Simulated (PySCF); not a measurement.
C5H12O2P (charge -1).
Numbering: `[CH3:1][CH:2]([CH3:3])[CH2:4][P@:5]([CH3:6])(=[O:7])[O-:8]` (hydrogens: H9, H10, H11 on C1; H12 on C2; H13, H14, H15 on C3; H16, H17 on C4; H18, H19, H20 on C6)
Bond orders are those of one Lewis drawing.

Method: PBE0-D3(BJ)/def2-SVP geometry optimisation, gas phase in PySCF; density fitting, grid level 1; the optimiser is geomeTRIC in internal coordinates, started from a GFN2-xTB structure with every atom displaced at random (about 0.01 Å).

Step 0: E = -18742.4750 eV
```
atom  x, y, z in Å  |  force x, y, z in eV/Å
C1     -1.3374    1.5798   -0.0621   -1.367   0.618   0.347
C2     -0.9828    0.1280   -0.1139    0.288  -0.473   1.085
C3     -2.0894   -0.7329    0.5139    0.633   0.191   0.019
C4      0.4019   -0.0741    0.5561   -1.380   0.819  -0.493
P5      1.7065    0.7363   -0.4859    1.140  -0.130   1.784
C6      3.1800   -0.1640    0.2297   -0.962   0.204  -0.052
O7      1.8471    2.1878   -0.1320   -0.112   0.901   0.566
O8      1.5433    0.3616   -1.9091   -0.472  -1.029  -1.832
H9     -1.5327    1.9291    0.9829    0.171  -0.210  -0.355
H10    -2.2613    1.7979   -0.6380    0.090  -0.053   0.067
H11    -0.5423    2.1830   -0.4622    0.722   0.547  -0.238
H12    -0.8510   -0.1556   -1.1553    0.066  -0.171  -0.561
H13    -3.0544   -0.5578    0.0176   -0.145  -0.077  -0.047
H14    -2.1999   -0.4781    1.5848   -0.057  -0.048  -0.066
H15    -1.8238   -1.7997    0.4473   -0.153  -0.078   0.002
H16     0.3745    0.3590    1.5749    0.183  -0.061  -0.090
H17     0.5939   -1.1323    0.6255    0.316  -0.886   0.110
H18     3.1272   -1.2249    0.0104    0.032  -0.582  -0.191
H19     3.2548   -0.0294    1.3085   -0.005   0.154   0.395
H20     4.0399    0.2654   -0.2403    1.014   0.363  -0.448
```

Step 1: E = -18742.6830 eV
```
atom  x, y, z in Å  |  force x, y, z in eV/Å
C1     -1.4005    1.6446   -0.0225    0.193   0.001  -0.108
C2     -1.0043    0.1721   -0.1065    0.017  -0.027  -0.196
C3     -2.0892   -0.7208    0.4867   -0.057   0.020   0.005
C4      0.3606   -0.0866    0.5271    0.211  -0.234   0.034
P5      1.7448    0.6493   -0.4868   -0.285   0.121  -0.411
C6      3.2439   -0.1417    0.2468    0.129  -0.008  -0.026
O7      1.8053    2.1355   -0.1837    0.055   0.018   0.027
O8      1.5706    0.1251   -1.9041    0.086   0.007   0.242
H9     -1.5480    1.9338    1.0301   -0.052   0.066   0.101
H10    -2.3383    1.8405   -0.5683   -0.057  -0.005   0.002
H11    -0.5991    2.2866   -0.4273   -0.004  -0.116   0.070
H12    -0.8771   -0.0852   -1.1778   -0.024   0.026   0.095
H13    -3.0693   -0.5547    0.0007    0.060  -0.006   0.026
H14    -2.2158   -0.5163    1.5654   -0.012  -0.007  -0.002
H15    -1.8367   -1.7885    0.3813    0.002  -0.010  -0.008
H16     0.4135    0.3276    1.5482   -0.047   0.018   0.097
H17     0.5447   -1.1802    0.6013   -0.093   0.174  -0.032
H18     3.2438   -1.2311    0.0782    0.018   0.032   0.005
H19     3.3222    0.0709    1.3253    0.013   0.006  -0.004
H20     4.1232    0.2983   -0.2613   -0.153  -0.077   0.083
```

Q: Estimate the geometry and energy of step 2. (The exact step hangs on the optimiser's Hessian estimate; all steps are aligned on step 1, rigid shifts and turns removed.)

A: E = -18742.6930 eV, largest force 0.137 eV/Å
```
atom  x, y, z in Å  |  force x, y, z in eV/Å
C1     -1.3676    1.6380   -0.0110   -0.023   0.025  -0.034
C2     -0.9999    0.1609   -0.1059   -0.086   0.000  -0.004
C3     -2.0958   -0.7230    0.4818    0.012   0.003   0.006
C4      0.3614   -0.1000    0.5288    0.076  -0.039   0.044
P5      1.7226    0.6521   -0.5028    0.061  -0.073  -0.099
C6      3.2257   -0.1211    0.2472    0.037   0.008   0.016
O7      1.7808    2.1414   -0.2130   -0.019   0.004  -0.025
O8      1.5655    0.1014   -1.9088   -0.013   0.046   0.107
H9     -1.5193    1.9300    1.0444   -0.020  -0.005  -0.009
H10    -2.2981    1.8590   -0.5626   -0.008   0.009   0.007
H11    -0.5425    2.2532   -0.4021    0.012   0.013   0.023
H12    -0.8735   -0.0904   -1.1756   -0.025   0.001   0.007
H13    -3.0707   -0.5433   -0.0056    0.002   0.000  -0.002
H14    -2.2247   -0.5244    1.5612    0.001   0.001  -0.003
H15    -1.8549   -1.7931    0.3697   -0.001  -0.007  -0.004
H16     0.4066    0.3153    1.5531   -0.011  -0.014  -0.002
H17     0.5418   -1.1889    0.6008    0.001   0.032  -0.034
H18     3.2366   -1.2118    0.0936   -0.003   0.002   0.000
H19     3.3019    0.1073    1.3226    0.002   0.005   0.000
H20     4.0984    0.3165   -0.2629    0.003  -0.010   0.007
```

The energy changes by -0.0100 eV. The first-order estimate −F·Δx gives -0.0208 eV and the mean of the old and new forces, exact on a quadratic surface, -0.0094 eV. The step makes an angle of 79° with the force vector and moves no atom by more than 0.070 Å.

What follows is the cost of the whole optimisation. Time: 2.3 min of wall time; peak memory 0.87 GiB. Hardware: one thread, Arm Neoverse V1 (aarch64), no GPU, shared host with 64 logical CPUs at a one-minute load of 56.
